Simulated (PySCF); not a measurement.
**Radial density of Br²⁺ (bromine, charge +2)**

UHF, [Ar] 3d10 4s2 4p2 4d1, one real determinant (an excited configuration). Computed with PySCF 2.14 in aug-cc-pVQZ-PP with ECP10MDF, with scalar relativity through the core potential. This is the valence pseudo-density: the core potential removes the inner electrons and smooths the orbitals near the nucleus.

```tsv
r (bohr)	4πr²ρ (e/bohr)	4πr²(ρα − ρβ)
0.000958	7.195e-05	0.0000
0.00161	0.0001995	0.0000
0.00271	0.0005376	0.0000
0.00456	0.001383	0.0000
0.00767	0.003375	0.0000
0.0129	0.007472	0.0001
0.0217	0.01460	0.0001
0.0365	0.02776	0.0002
0.0614	0.1038	0.0005
0.103	0.8198	0.0023
0.174	5.297	0.0226
0.292	21.15	0.1874
0.491	34.24	0.2274
0.827	12.41	0.1243
1.39	3.882	1.4664
2.34	1.433	0.9731
3.93	0.2802	0.2728
6.62	0.01841	0.0184
11.1	4.248e-05	0.0000
```

⟨L²⟩ = 5.55 against 12 for a pure F term, so this real determinant mixes terms. Energies and moments cover only the electrons outside the core potential. The outer electron is Rydberg-like, and this basis confines it to a smaller radius and binds it less than a complete one would. The s, p, d and f populations moved away from the nominal configuration during the SCF.
